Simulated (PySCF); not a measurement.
Simulation results for CH$_{6}$AlB, BFH$_{2}$Si

Computed with PySCF 2.14.0. Calculation on a computer-drawn molecule: the log of a Hartree-Fock and frozen-core CCSD(T) single point meant for a local Hartree-Fock minimum, with one planted fault or none, to be diagnosed. Offsets are logged minus clean, where the clean run is the same molecule without the fault. The reference is restricted for singlets and unrestricted otherwise, and also for a bond in bohr or an excited solution. Adding or removing an electron swaps singlet and doublet. The excited solution moves the top pair (singlet) or top alpha electron (doublet) to the lowest empty orbital. Highest occupied and lowest empty are orbital energies over both spins, largest force is the largest gradient component, triples share is (T) over the correlation energy, the T1 limit is 0.02 restricted and 0.045 unrestricted, electrons count all cores, a negative frequency is imaginary (commonest isotopes), and the dipole is about the centre of nuclear charge.

Common to all runs: meant charge 0; meant multiplicity 1; meant basis cc-pV(D+d)Z; logged SCF converged yes; logged CC converged yes; logged SCF stable within its kind yes; possible faults no fault, one electron removed, one electron added, multiplicity raised by two, geometry at a saddle point, SCF held on an excited solution, minimal basis STO-3G, one bond length entered in bohr, all coordinates scaled.

```json
{"entry": 1, "formula": "CH6AlB", "logged_structure": {"atoms_angstrom": [["B", -0.2404, 1.2341, 1.0335], ["C", 1.1551, 1.7327, 0.6172], ["Al", 2.2292, 0.2316, -0.1162], ["H", -1.1488, 1.2008, 0.243], ["H", -0.4389, 0.7989, 2.1392], ["H", 1.1367, 2.4553, -0.2068], ["H", 1.7616, 2.0999, 1.4525], ["H", 2.1699, -0.102, -1.6595], ["H", 3.1932, -0.5856, 0.8321]]}, "given": {"logged_electrons": 30, "logged_basis_functions": 81, "logged_spin_squared": 0.0, "logged_highest_occupied [eV]": -11.059, "logged_lowest_empty [eV]": 0.99414, "logged_largest_force [hartree/bohr]": 4.3227e-05, "logged_lowest_frequency [cm^-1]": 40.074, "logged_T1_diagnostic": 0.011691, "logged_D1_diagnostic": 0.035002, "logged_triples_share": 0.025813, "logged_dipole_magnitude [debye]": 0.94133, "logged_energy_HF [hartree]": -307.94499, "logged_energy_CCSD(T) [hartree]": -308.30098, "drawn_bonds_atom": [1, 2, 1, 1, 2, 2, 3, 3], "drawn_bonds_other_atom": [2, 3, 4, 5, 6, 7, 8, 9], "drawn_bonds_order": [1, 1, 1, 1, 1, 1, 1, 1]}, "results": {"planted_fault": "no fault", "HF_energy_offset_from_clean_run [kcal/mol]": 0.0, "CCSD(T)_energy_offset_from_clean_run [kcal/mol]": 0.0}}
{"entry": 2, "formula": "BFH2Si", "logged_structure": {"atoms_angstrom": [["B", 0.8198, 0.5759, 0.4754], ["Si", 1.6456, 2.4719, 0.5192], ["F", 2.0525, 2.5078, -1.072], ["H", -0.3495, 0.4006, 0.2514], ["H", 1.4785, -0.4061, 0.6991]]}, "given": {"logged_electrons": 31, "logged_basis_functions": 61, "logged_spin_squared": 1.1616, "logged_highest_occupied [eV]": -0.63005, "logged_lowest_empty [eV]": 6.634, "logged_largest_force [hartree/bohr]": 0.032839, "logged_T1_diagnostic": 0.067682, "logged_D1_diagnostic": 0.27899, "logged_triples_share": 0.023975, "logged_dipole_magnitude [debye]": 3.9268, "logged_energy_HF [hartree]": -414.17937, "logged_energy_CCSD(T) [hartree]": -414.58025, "drawn_bonds_atom": [1, 2, 1, 1], "drawn_bonds_other_atom": [2, 3, 4, 5], "drawn_bonds_order": [1, 1, 1, 1]}, "results": {"planted_fault": "one electron added", "HF_energy_offset_from_clean_run [kcal/mol]": 6.554, "CCSD(T)_energy_offset_from_clean_run [kcal/mol]": -1.805}, "notes": ["T1 above single-reference limit"]}
```
